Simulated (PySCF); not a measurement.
**`C=CC[P@@](=O)(O)C(F)=C(F)F`: 4 charge schemes on one density**

Compound: C5H6F3O2P.
Atom-mapped SMILES: `[CH2:1]=[CH:2][CH2:3][P@@:4](=[O:5])([OH:6])[C:7]([F:8])=[C:9]([F:10])[F:11]` (hydrogens: H12, H13 on C1; H14 on C2; H15, H16 on C3; H17 on O6)

Structure used (GFN2-xTB), in Å, numbered top down from 1:
```
atom  x, y, z in Å
C1    -3.1069   -0.2936   -0.0049
C2    -2.0984    0.5322    0.2015
C3    -0.8606    0.5674   -0.6313
P4     0.5248    0.1325    0.4793
O5     0.6720    0.8629    1.7365
O6     0.3881   -1.4456    0.6878
C7     2.0137    0.2888   -0.6075
F8     1.9140    1.0089   -1.7312
C9     3.1641   -0.2285   -0.2105
F10    4.3428   -0.1784   -0.8013
F11    3.2235   -0.9359    0.9089
H12   -3.1086   -0.9951   -0.8231
H13   -3.9776   -0.2936    0.6272
H14   -2.1087    1.2283    1.0294
H15   -0.6717    1.5731   -1.0140
H16   -0.9042   -0.1407   -1.4578
H17    0.5867   -1.6706    1.6010
```

Density: PBE0/pcSseg-1 (PySCF); schemes: Mulliken, IAO, Hirshfeld and ESP-fitted. Isolated species at its GFN2-xTB geometry (one conformer only).

Problem. Give the atomic charges in each scheme.

Solution. In e:

| atom | environment | Mulliken | IAO | Hirshfeld | ESP-fitted |
| --- | --- | --- | --- | --- | --- |
| C1 | terminal =CH2 carbon | -0.124 | -0.309 | -0.095 | -0.517 |
| C2 | alkene CH carbon | -0.254 | -0.139 | -0.040 | -0.035 |
| C3 | sp3 carbon bound to phosphorus | -0.436 | -0.525 | -0.111 | -0.299 |
| P4 | phosphoryl phosphorus | +1.134 | +1.701 | +0.462 | +1.002 |
| O5 | phosphoryl oxygen | -0.573 | -0.898 | -0.393 | -0.646 |
| O6 | hydroxyl oxygen | -0.488 | -0.762 | -0.238 | -0.654 |
| C7 | vinylic C–F carbon | -0.141 | -0.099 | -0.025 | -0.190 |
| F8 | vinyl fluorine | -0.260 | -0.251 | -0.070 | -0.118 |
| C9 | =CF2 carbon | +0.603 | +0.537 | +0.159 | +0.399 |
| F10 | vinyl fluorine | -0.223 | -0.221 | -0.054 | -0.108 |
| F11 | vinyl fluorine | -0.235 | -0.236 | -0.048 | -0.154 |
| H12 | vinylic hydrogen | +0.114 | +0.147 | +0.048 | +0.222 |
| H13 | vinylic hydrogen | +0.125 | +0.158 | +0.052 | +0.207 |
| H14 | vinylic hydrogen | +0.136 | +0.161 | +0.050 | +0.137 |
| H15 | methylene hydrogen | +0.189 | +0.178 | +0.059 | +0.138 |
| H16 | methylene hydrogen | +0.169 | +0.170 | +0.057 | +0.156 |
| H17 | hydroxyl hydrogen | +0.265 | +0.387 | +0.188 | +0.461 |

Mean size of the charges over all atoms: IAO 0.405 e, Mulliken 0.322 e, ESP-fitted 0.320 e, Hirshfeld 0.126 e. Each set sums to the total charge, 0, to within 0.001 e. The Mulliken scheme gives each basis function's population to the atom it is centred on and halves the overlap population of two atoms between them.

Lowest charge. The schemes don't all agree: Mulliken O5 (-0.573); IAO O5 (-0.898); Hirshfeld O5 (-0.393); ESP-fitted O6 (-0.654).

Highest charge. All schemes agree: Mulliken P4 (+1.134); IAO P4 (+1.701); Hirshfeld P4 (+0.462); ESP-fitted P4 (+1.002).

Problem. How many electrons does the Hirshfeld scheme count on C9?

Solution. Z − q = 6 − (+0.159) = 5.841.

Problem. Sum the charges by element, for elements with more than one atom.

Solution. 
```json
{"element": "C", "atoms": "5", "Mulliken": "-0.353", "IAO": "-0.535", "Hirshfeld": "-0.112", "ESP-fitted": "-0.642"}
{"element": "O", "atoms": "2", "Mulliken": "-1.061", "IAO": "-1.660", "Hirshfeld": "-0.632", "ESP-fitted": "-1.301"}
{"element": "F", "atoms": "3", "Mulliken": "-0.718", "IAO": "-0.708", "Hirshfeld": "-0.172", "ESP-fitted": "-0.381"}
{"element": "H", "atoms": "6", "Mulliken": "+0.997", "IAO": "+1.202", "Hirshfeld": "+0.454", "ESP-fitted": "+1.321"}
```
